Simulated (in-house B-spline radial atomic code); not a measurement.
**BLYP excitations of the tantalum ion Ta⁵⁺**

Method: BLYP. Computed with an all-electron radial atomic-structure program (B-spline basis): linear response of the closed shell [Xe] 4f14 with the functional's adiabatic kernel; scalar-relativistic (spin-free one-electron X2C), finite nucleus, no spin-orbit coupling, no double excitations, S, P, D and F terms only; shells from n = 3 respond. Only terms of natural parity with L up to 3 were computed.

Spin-orbit coupling is strong here, so these LS terms don't match observed levels.

Command:
```bash
python run_td.py task.json out
```
Settings (radii: box in bohr, nucleus in fm):
```
Z                        73
electrons                68
configuration            [Xe] 4f14
hamiltonian              x2c
method                   b88,lyp
box_radius               16.35
rms_radius               5.3507
intervals                70
```

Run time, properties included: 6.3 s on 1 thread of Arm Neoverse N1 (shared host).

The lowest states, in the order of their Tamm-Dancoff energies; the method's threshold (minus the highest occupied level) is 82.04 eV. Labels give the largest channel, * marks a mixed state, and oscillator strengths are full-response dipole values. Semilocal kernels can invert the small singlet-triplet splittings of Rydberg terms. Energies in eV:

```tsv
state	full response	Tamm-Dancoff	oscillator strength
4f → 5d 3P	27.245	27.280	-
4f → 5d 3F	27.570	27.588	-
4f → 5d 1F	28.202	28.213	-
4f → 5d 1P	29.651	29.894	0.144
4f → 6s 3F	34.39	34.39	-
4f → 6s 1F	34.56	34.56	-
5p → 5d 3P	39.17	39.23	-
5p → 5d 3F	?	?	-
5p → 5d 1F	?	?	-
4f → 6p 3D	43.60	43.61	-
```

Problem. Where does 5p → 5d 3F lie?

Solution. At 39.52 eV in full response, 39.58 eV in Tamm-Dancoff.

Problem. Where does 5p → 5d 1F lie?

Solution. At 41.74 eV in full response, 41.78 eV in Tamm-Dancoff.

Problem. How large is the singlet-triplet splitting of 4f → 5d (F terms) in Tamm-Dancoff?

Solution. 0.625 eV, from the unrounded values.

Problem. What polarisabilities and dispersion coefficient does the method give?

Solution. Dipole 2.543 bohr³, quadrupole 3.632 bohr⁵, C6 10.58 hartree·bohr⁶ for two such species.
